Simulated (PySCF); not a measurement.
## From a log to its input

A PySCF 2.14 run on the atoms Na 0 0 0; Se 0 0 2.984 (angstrom) printed this (some set-up lines and the per-cycle HOMO/LUMO lines with their warnings removed):

```
PySCF version 2.14.0


nuclear repulsion = 1.06402924447721
number of shells = 8
number of NR pGTOs = 24
number of NR cGTOs = 16
basis = lanl2dz
ecp = {'Na': 'lanl2dz', 'Se': 'lanl2dz'}

******** <class 'pyscf.scf.uhf.UHF'> ********
method = UHF
initial guess = minao
damping factor = 0
level_shift factor = 0
DIIS = <class 'pyscf.scf.diis.CDIIS'>
SCF conv_tol = 1e-09
SCF max_cycles = 50
number electrons alpha = 4  beta = 2
init E= 5.91984882472343

cycle= 1 E= -8.38908723377129  delta_E= -14.3  |g|= 0.649  |ddm|= 2.42
cycle= 2 E= -9.00323440967133  delta_E= -0.614  |g|= 0.145  |ddm|= 1.06
cycle= 3 E= -9.02502365206939  delta_E= -0.0218  |g|= 0.0217  |ddm|= 0.252
cycle= 4 E= -9.02586763315556  delta_E= -0.000844  |g|= 0.004  |ddm|= 0.0502
cycle= 5 E= -9.0259110438063  delta_E= -4.34e-05  |g|= 0.00127  |ddm|= 0.0104
cycle= 6 E= -9.02591615378935  delta_E= -5.11e-06  |g|= 0.00031  |ddm|= 0.00479
cycle= 7 E= -9.02591652875978  delta_E= -3.75e-07  |g|= 5.38e-05  |ddm|= 0.00126
cycle= 8 E= -9.02591653941442  delta_E= -1.07e-08  |g|= 7.78e-06  |ddm|= 0.000237
cycle= 9 E= -9.02591653960109  delta_E= -1.87e-10  |g|= 9.26e-07  |ddm|= 3.05e-05
Extra cycle  E= -9.02591653960244  delta_E= -1.36e-12  |g|= 3.37e-07  |ddm|= 1.79e-06
converged SCF energy = -9.02591653960244  <S^2> = 2.0040209  2S+1 = 3.0026794

WARN: System has nonzero charge 1; the dipole moment is origin-dependent.
Location of origin: [0. 0. 0.]

Dipole moment(X, Y, Z, Debye): -0.00000, -0.00000,  1.13361
orbital energies (hartree): [array([-0.6215, -0.6215, -0.5823, -0.1571, -0.099 , -0.099 ]), array([-0.9117, -0.5244, -0.1784, -0.1784, -0.1554])]
```

Problem. Write the input that gave this log.

Solution. The input was:

```python
from pyscf import gto, scf

mol = gto.M(
    atom='Na 0 0 0; Se 0 0 2.984',
    basis='lanl2dz',
    ecp={'Na': 'lanl2dz', 'Se': 'lanl2dz'},
    charge=1,
    spin=2,
    verbose=4,
)
mf = scf.UHF(mol)
mf.kernel()
mf.dip_moment()
print('orbital energies (hartree):', [e[max(0, n-3):n+3].round(4) for e, n in zip(mf.mo_energy, mol.nelec)])
```

The bond length is a typed value, not an optimised one. The dipole of an ion depends on the origin. No search for the lowest solution was made.
